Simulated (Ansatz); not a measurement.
Basis sets compared for SiAu3⁺ (the lowest singlet isomer of a short search). Charge 1, multiplicity 1. Geometry PBE-D4/def2-SVP. Ansatz on 4 threads of Arm Neoverse V2 on a shared host; times are rough, and most runs start from earlier orbitals.

```xyz
4

Au   -0.2099    0.4211   -2.1664
Au   -0.1121   -0.2863    2.1955
Au    1.3085   -0.5269   -0.1149
Si   -0.9866    0.3921    0.0858
```

In the def2 sets Au takes a core potential; there is no spin–orbit coupling. The structure comes from a short search, and lower isomers may exist.

```
           level  functions  energy (Eh)  HOMO (eV)  LUMO (eV)  wall time
 PBE-D4/def2-SVP        114    -696.3905     -11.03      -9.01      1.5 s
PBE0-D4/def2-SVP        114    -696.2605     -11.67      -8.15        2 s
```

(1) Estimate the rows for PBE-D4/def2-TZVP, PBE0-D4/def2-TZVP.

Results:

(1) 
```tsv
level	functions	energy (Eh)	HOMO (eV)	LUMO (eV)	wall time
PBE-D4/def2-TZVP	157	-696.5201	-10.98	-8.91	1.9 s
PBE0-D4/def2-TZVP	157	-696.3894	-11.60	-8.03	2.7 s
```
